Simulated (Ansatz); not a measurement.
The cluster Si₅Ge₃ (the lowest singlet isomer of a short search). Charge 0, multiplicity 1. Geometry r2SCAN-D4/def2-SVP, basis def2-TZVP, Ansatz.

```xyz
8

Si   -0.7428    0.6566    0.9216
Si    1.3669   -0.4465    1.2974
Si    0.4598   -0.7819   -1.0094
Si   -1.1369   -1.6886    0.7391
Si    1.2160    1.4511   -0.4516
Ge    1.1240   -2.7016    0.2140
Ge   -1.3963    0.7221   -1.6128
Ge   -0.8908    2.7888   -0.0982
```

| run | HOMO (eV) | LUMO (eV) |
| --- | --- | --- |
| A | -6.26 | -2.20 |
| B | -5.26 | -3.70 |
| C | -5.06 | -3.67 |
| D | -5.78 | -3.06 |

The structure comes from a short search, and lower isomers may exist.

Problem. The runs used BHLYP, PBE, PBE0, r2SCAN. Estimate which is which.

Solution. A BHLYP (50 % exact exchange); B r2SCAN (0 % exact exchange); C PBE (0 % exact exchange); D PBE0 (25 % exact exchange). Exact exchange lowers occupied and raises empty levels; among semilocal functionals meta-GGAs tend to open the gap a little, and such runs are hard to tell apart. The gap grows from 1.40 eV (PBE) to 4.06 eV (BHLYP).
